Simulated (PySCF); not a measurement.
Coordinates in bohr (charge 0 multiplicity 1):
```
Sb    0.0000   -0.9771   -0.2588
Cl    0.0017    0.1468    4.0086
Cl    3.3224    1.6210   -1.5570
Cl   -3.3241    1.6202   -1.5542
```

Method: PySCF, PBE0, basis Sb def2-TZVP with ECP28, Cl def2-TZVP (scalar-relativistic core potentials, no spin–orbit coupling, density fitting).

This geometry of SbCl₃ is a stationary point at this level.

**Question.** What is the point group?

**Answer.** C3v.

**Question.** Is it a minimum?

**Answer.** Yes: all harmonic wavenumbers are real.

**Question.** Which band is strongest in the infrared?

**Answer.** 363 cm⁻¹ (e), 166 km/mol.

**Question.** Give the ideal-gas entropy at 298.15 K and 1 bar by parts.

**Answer.** translation 176.4, rotation 111.8, vibration 50.6, spin 0.0; total 338.8 J/(mol K).
